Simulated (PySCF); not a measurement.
PySCF input file for CH₃Cl₃Si, SMILES C[Si](Cl)(Cl)Cl (connectivity only; charge and spin as stated), charge +1, multiplicity 2, SMD-ωB97X/def2-SVP. Coordinates come from a B3LYP-D3(BJ)/def2-SVP optimisation. The multiplicity is an assumed one; no other spin state was optimised. The isomer is the one that the SMILES or the coordinates give; other isomers of the formula were not compared.

```python
import numpy as np
from pyscf import gto, scf, dft
from pyscf.solvent import smd

mol = gto.M(
    atom='''
    C    -0.00000001    0.00000001    2.13644669
    Si   -0.00000000   -0.00000000    0.00800189
    Cl    1.70807396    0.98615696   -0.39119419
    Cl    0.00000000   -1.97231392   -0.39119419
    Cl   -1.70807396    0.98615696   -0.39119419
    H    -0.00000000    1.07886939    2.34006567
    H    -0.93432830   -0.53943469    2.34006567
    H     0.93432828   -0.53943469    2.34006568
    ''',
    basis='def2-SVP',
    charge=1,
    spin=1,
    max_memory=1600,
    verbose=3,
)
mf = dft.UKS(mol, xc='wb97x').density_fit(auxbasis='def2-universal-jkfit')
mf.grids.level = 3
mf.conv_tol = 1e-9
mf.max_cycle = 100
mf.kernel()
fine, coarse = mf.grids, dft.Grids(mol).set(level=1).build(with_non0tab=True)
for _ in range(3):  # follow internal instabilities
    mf.grids = coarse
    mo, _, stable, _ = mf.stability(return_status=True, nroots=4)
    mf.grids = fine
    if stable:
        break
    mf.kernel(mf.make_rdm1(mo, mf.mo_occ))
res = {}
for name in ['water', 'ethanol', '2-propanol']:
    s = mf.SMD()
    s.with_solvent.solvent, s.with_solvent.sasa_ng = name, 302
    s.kernel(mf.make_rdm1())
    res[name] = (s.e_tot, s.with_solvent.get_cds(), s.dip_moment(), s.mo_energy, s.converged)
    print(f'SMD {name}: dG(solv) = {(s.e_tot - mf.e_tot) * 627.509474:.3f} kcal/mol, of which CDS {res[name][1] * 627.509474:.3f}')
```

Log of the run:

```

WARN: HOMO -0.297361780012013 >= LUMO -0.297361780012013

converged SCF energy = -1709.20521014849  <S^2> = 0.75548279  2S+1 = 2.0054753
<class 'pyscf.df.df_jk.DFUKS'> wavefunction is stable in the internal stability analysis
converged SCF energy = -1709.29267616555  <S^2> = 0.75437755  2S+1 = 2.0043728

WARN: System has nonzero charge 1; the dipole moment is origin-dependent.
Location of origin: [0. 0. 0.]

Dipole moment(X, Y, Z, Debye): -0.00000, -0.00088,  5.27831
SMD water: dG(solv) = -54.886 kcal/mol, of which CDS 2.820
converged SCF energy = -1709.29745291786  <S^2> = 0.7544173  2S+1 = 2.0044124

WARN: System has nonzero charge 1; the dipole moment is origin-dependent.
Location of origin: [0. 0. 0.]

Dipole moment(X, Y, Z, Debye): -0.00000, -0.00183,  5.22114
SMD ethanol: dG(solv) = -57.883 kcal/mol, of which CDS -1.950
converged SCF energy = -1709.29646731039  <S^2> = 0.75443399  2S+1 = 2.0044291

WARN: System has nonzero charge 1; the dipole moment is origin-dependent.
Location of origin: [0. 0. 0.]

Dipole moment(X, Y, Z, Debye): -0.00000, -0.00219,  5.19750
SMD 2-propanol: dG(solv) = -57.265 kcal/mol, of which CDS -2.080
```

Self-consistency was reached.

Cost: roughly 2.9 core-minutes.
